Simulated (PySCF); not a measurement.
## Ionising NaGa

RHF-SCS-MP2; Na aug-pcseg-1, Ga aug-pcseg-1; no relativity (PySCF 2.14). Neutral (RHF): singlet (closed shell), Re = 3.202 Å, ωe = 152 cm⁻¹, De = 0.50 eV.

NaGa⁺ (UHF): doublet (σ ↑), Re = 3.501 Å, ωe = 105 cm⁻¹, De = 0.80 eV to Na⁺ + Ga. The energies at the minima are -2084.86405 hartree for NaGa and -2084.69538 for NaGa⁺.

Task: Work out the adiabatic ionisation energy, without and with harmonic zero-point energies (1 hartree = 27.2114 eV, 1 eV = 8065.5 cm⁻¹), and the change of the bond length.

Result: At SCS-MP2: 0.16867 hartree = 4.590 eV between the minima; the zero-point term (105.0 − 152.0)/2 cm⁻¹ = -0.003 eV makes it 4.587 eV. Re changes by +29.9 pm against the neutral. The electron leaves a σ orbital, and the longer bond of the ion fits a bonding orbital, or a change in how ionic the bond is.

Correlated steps freeze 10 core orbitals. Weak bonds: NaGa. Basis-set superposition, not corrected here, can be much of De in a small basis, most of all at correlated wavefunction levels. Spin–orbit coupling is left out. For an ion De counts to the pair picked by the measured ionisation energies or electron affinities, which need not be the lowest pair at this level. Where the molecule has an RHF reference, its open-shell atoms are computed with UHF. States were picked by a PBE0 search and need not be the measured ground states.

Neutral and ion stand on different kinds of reference determinant, which adds to the error of the difference.
